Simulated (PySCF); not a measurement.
# KAs and its ions

PBE0; basis K pcseg-1, As pcseg-1; no relativity; PySCF 2.14. Neutral (UKS): triplet (π ↑↑), Re = 3.110 Å, ωe = 169 cm⁻¹, De = 1.27 eV, HOMO -3.58 eV, LUMO -1.32 eV.

KAs⁺ (UKS): quartet (σ ↑, π ↑↑), Re = 3.650 Å, ωe = 64.3 cm⁻¹, De = 0.16 eV to K⁺ + As. The energies at the minima are -2835.00316 hartree for KAs and -2834.80218 for KAs⁺.

**Question.** Work out the adiabatic ionisation energy, without and with harmonic zero-point energies (1 hartree = 27.2114 eV, 1 eV = 8065.5 cm⁻¹), and the change of the bond length.

**Answer.** At PBE0: 0.20098 hartree = 5.469 eV between the minima; the zero-point term (64.3 − 169.0)/2 cm⁻¹ = -0.006 eV makes it 5.462 eV. Re changes by +54.0 pm against the neutral. The electron leaves a σ orbital, and the ion is left as a loose complex of an ion and an atom.

Weak bonds: KAs⁺. Basis-set superposition, not corrected here, can be much of De in a small basis, most of all at correlated wavefunction levels. Spin–orbit coupling is left out. For an ion De counts to the pair picked by the measured ionisation energies or electron affinities, which need not be the lowest pair at this level. States were picked by a PBE0 search and need not be the measured ground states.
